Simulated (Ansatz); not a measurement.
Basis-set extrapolation for CH7B2ClSi (`BC([SiH3])BCl`) (PBE0-D4/def2-TZVP geometry, frozen core, the Gaussian-basis code of Ansatz). Multiplicity 1, RHF reference.

```tsv
	def2-TZVPP	def2-QZVPP
HF	-839.828168	-839.854136
MP2 correlation	-0.694380	-0.746169
CCSD(T) correlation	-0.791653	not run
```

Energies in hartree. Use E(X) = E(∞) + A·exp(−7.88·√X) for Hartree–Fock and E(X) = E(∞) + B·X^(−2.97) for correlation, with X = 3 and 4, and add CCSD(T) minus MP2 of the smaller set to the MP2 limit.

What is the CCSD(T) energy at the basis-set limit?

HF limit: -839.854136 + (-0.025968) × 0.13774 = -839.85771. MP2 limit: -0.746169 + (-0.051789) × 0.74074 = -0.78453. Higher-order term: -0.791653 − (-0.694380) = -0.09727. Total: -840.73951 hartree, 75.1 kcal/mol below CCSD(T)/def2-TZVPP.
